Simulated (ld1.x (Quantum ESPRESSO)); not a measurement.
## u(r) = r·R(r): atom against pseudo-atom (copper)

Columns: radius, all-electron u(r) and pseudo u(r) of the 4p shell (level -15.35 eV) of copper in the configuration [Ar] 3d9 4s0 4p0; PBE, scalar-relativistic, PAW scheme, ld1.x (Quantum ESPRESSO) 7.5.

```
r (bohr)  all-electron  pseudo
   0.120        0.1662  0.0048
   0.240        0.0249  0.0190
   0.360       -0.1727  0.0422
   0.480       -0.2716  0.0734
   0.600       -0.2690  0.1117
   0.720       -0.2007  0.1558
   0.840       -0.0992  0.2042
   0.960        0.0141  0.2556
   1.080        0.1266  0.3084
   1.200        0.2318  0.3613
   1.320        0.3260  0.4129
   1.440        0.4079  0.4621
   1.560        0.4771  0.5078
   1.680        0.5338  0.5490
   1.800        0.5788  0.5848
   1.920        0.6130  0.6146
   2.040        0.6374  0.6375
   2.160        0.6530  0.6530
   2.280        0.6607  0.6607
   2.400        0.6617  0.6617
   2.520        0.6568  0.6568
   2.640        0.6470  0.6470
   2.760        0.6328  0.6328
   2.880        0.6152  0.6152
   3.000        0.5947  0.5947
   3.120        0.5720  0.5720
```

**Question.** How many radial nodes do the two functions have?

**Answer.** The all-electron 4p function has n − l − 1 = 2; the pseudo-wave has 0, since the states of the same l below it are removed with the core.

**Question.** At about which radius was the pseudo-wave matched?

**Answer.** 2.15 bohr, where the columns begin to agree (steps of 0.12 bohr).

**Question.** Where does each function peak?

**Answer.** Outermost all-electron maximum near 2.40 bohr, pseudo maximum near 2.40 bohr (to the table’s step).

**Question.** Is the pseudo-wave norm-conserving?

**Answer.** No, it belongs to a PAW set: the norm inside the radius is not constrained, and the difference is carried by the augmentation charge.
